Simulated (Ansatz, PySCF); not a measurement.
Caution: the highest occupied level lies above zero, so the state may not be bound. Caution: the restricted solution is unstable towards spin-unrestricted or complex orbitals, so a lower solution exists and this singlet may not be the ground state. This singlet is an excited state, 0.38 eV above the relaxed triplet at the level frozen-core CCSD(T)/aug-cc-pVDZ // PBE0-D3(BJ)/def2-TZVPD (Ansatz, an electronic-structure program).

Cartesian coordinates (Å):
```xyz
9

Si    -1.5972    -0.2512    -0.1890
B      0.0322     0.2431    -1.2125
Si     1.6025     0.2892     0.0039
H     -2.7449    -0.8825    -0.9378
H     -2.1268     1.1043     0.2202
H     -1.6180    -1.0537     1.1054
H      2.7854     1.1389    -0.3902
H      1.5510     0.5405     1.5052
H      2.1160    -1.1286    -0.1053
```
Charge -1, spin multiplicity 1.

Estimate the HOMO and total energy that PBE-D3(BJ)/def2-TZVPD // PBE0-D3(BJ)/def2-TZVPD (PySCF 2.14.0) returns for this input.


```
Quantity            Result
------------  ------------
HOMO               0.78 eV
total energy  -607.0396 Ha
```
